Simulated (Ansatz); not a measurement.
```yaml
crystal:
  periodic: [false, false, false]
  atoms:
    - {symbol: C, position_ang: [1.596490, -1.791572, 0.821011]}
    - {symbol: C, position_ang: [0.833056, -0.930678, 0.442543]}
    - {symbol: Si, position_ang: [-0.309991, 0.379721, -0.068620]}
    - {symbol: Cl, position_ang: [-1.995563, -0.472227, -0.821264]}
    - {symbol: Cl, position_ang: [0.587493, 1.517658, -1.494476]}
    - {symbol: H, position_ang: [-0.669484, 1.233098, 1.074606]}
basis:
  gaussian: {orbitals: "6-31++G**", fitting: {mean_field: cc-pVTZ-jkfit}}
magnetization: {spin_polarized: true, initial_magnetization: 2}
hamiltonian: {xc: {name: r2SCAN50}, dispersion: d3bjatm, pseudopotentials: {relativity: scalar}}
output: {forces: true}
```

```sh
$ ansatz run in.yaml --threads 4 --pin off --events-out ev --progress --plain --max-ram 10444MiB
```

Shortened log:

```
Error: a molecule whose nuclei and cores have a total charge of 61 cannot have a net charge of 0 together with 2 unpaired electrons
```

(1) What is wrong with this run?

Answers

(1) The number of unpaired electrons doesn't fit the electron count. The program refused the input.
